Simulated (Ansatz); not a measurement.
Relaxation of C2H8FOPSi (14 atoms, charge 0, multiplicity 1), to a largest force component of 0.015 eV/Å in at most 40 steps.

Theory: Ansatz, RKS PBE0-D4/def2-SVP.

```xyz
14
Properties=species:S:1:pos:R:3:forces:R:3
C -0.087 -1.539 1.643 -1.55 3.83 -0.33
O -0.804 -1.007 0.476 0.77 -0.30 1.06
Si -0.011 0.046 -0.539 1.12 -1.57 -0.15
P -1.256 0.460 -2.254 -2.82 0.20 0.08
C 0.522 1.634 0.238 -1.62 1.02 1.70
F 1.388 1.413 1.279 0.38 -0.29 0.48
H 0.811 -2.026 1.372 1.41 -0.68 -0.40
H -0.765 -2.186 2.125 -0.97 -1.32 0.70
H 0.087 -0.667 2.379 0.19 -1.21 -0.96
H 1.198 -0.669 -1.062 0.26 0.05 0.28
H -1.403 -0.880 -2.706 0.21 -0.03 0.00
H -0.314 0.870 -3.146 1.31 0.27 -0.86
H -0.384 2.206 0.657 0.87 -0.65 -0.54
H 1.004 2.314 -0.434 0.43 0.67 -1.06
```

Q: Where does it end, and by what steps?

A: The run converged. After 9 steps the energy has fallen by 0.544 eV; H7 moved furthest, 0.19 Å.

```
step  energy less start (eV)  largest force component (eV/Å)  accepted
   0                  0.0000                           3.833       yes
   1                 -0.4316                           1.288       yes
   2                 -0.5193                           0.384       yes
   3                 -0.5003                           0.711        no
   4                 -0.5390                           0.116       yes
   5                 -0.5430                           0.040       yes
   6                 -0.5436                           0.042       yes
   7                 -0.5438                           0.038       yes
   8                 -0.5438                           0.032       yes
   9                 -0.5440                           0.011       yes
```

```xyz
14
Properties=species:S:1:pos:R:3
C -0.145 -1.507 1.640
O -0.723 -0.971 0.477
Si 0.080 0.020 -0.587
P -1.397 0.432 -2.241
C 0.516 1.666 0.250
F 1.427 1.435 1.270
H 0.704 -2.175 1.403
H -0.906 -2.099 2.170
H 0.223 -0.718 2.319
H 1.356 -0.629 -1.030
H -1.328 -0.907 -2.732
H -0.376 0.901 -3.128
H -0.392 2.129 0.679
H 0.949 2.392 -0.462
```

The run took 55 s on 2 threads of Arm Neoverse V1 (shared host), peak memory 0.34 GiB.
